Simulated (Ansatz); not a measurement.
CH5FNOSi (`CO[Si](N)F`) radical. Charge 0, multiplicity 2. The structure was optimised at the PBE0-D4/def2-TZVP level. It is one conformer, not always the lowest.

```xyz
10

C    -0.524   -0.690    1.350
O     0.620   -0.901    0.538
Si    0.783   -0.393   -0.999
N     0.522    1.301   -1.093
F    -0.357   -1.010   -1.946
H    -1.296   -1.429    1.119
H    -0.225   -0.807    2.393
H    -0.936    0.313    1.205
H     1.136    1.916   -0.581
H     0.277    1.700   -1.987
```

Task: What is the dipole moment at PBE/def2-TZVPP? (Estimate.)

Result: Ansatz gave: 2.31 D, with components (-0.02, 2.22, 0.64) D in this frame, pointing from negative to positive charge.

Task: And with r2SCAN, B3LYP, ωB97M-V? (Best estimate.)

Result: Ansatz gave: r2SCAN 2.29 D, B3LYP 2.30 D, ωB97M-V 2.25 D.

Task: Give the Mulliken charges with PBE, B3LYP, ωB97M-V in def2-TZVPP. (Estimate.)

Result: The calculation gave: 
```json
{"atom": "C1", "PBE": "-0.14", "B3LYP": "-0.13", "ωB97M-V": "-0.18"}
{"atom": "O2", "PBE": "-0.29", "B3LYP": "-0.37", "ωB97M-V": "-0.35"}
{"atom": "Si3", "PBE": "0.45", "B3LYP": "0.58", "ωB97M-V": "0.56"}
{"atom": "N4", "PBE": "-0.35", "B3LYP": "-0.36", "ωB97M-V": "-0.33"}
{"atom": "F5", "PBE": "-0.28", "B3LYP": "-0.33", "ωB97M-V": "-0.31"}
{"atom": "H6", "PBE": "0.11", "B3LYP": "0.11", "ωB97M-V": "0.13"}
{"atom": "H7", "PBE": "0.11", "B3LYP": "0.11", "ωB97M-V": "0.12"}
{"atom": "H8", "PBE": "0.09", "B3LYP": "0.10", "ωB97M-V": "0.11"}
{"atom": "H9", "PBE": "0.15", "B3LYP": "0.14", "ωB97M-V": "0.12"}
{"atom": "H10", "PBE": "0.16", "B3LYP": "0.14", "ωB97M-V": "0.12"}
```

B3LYP here is the variant with VWN-RPA as its local correlation; programs differ in this.
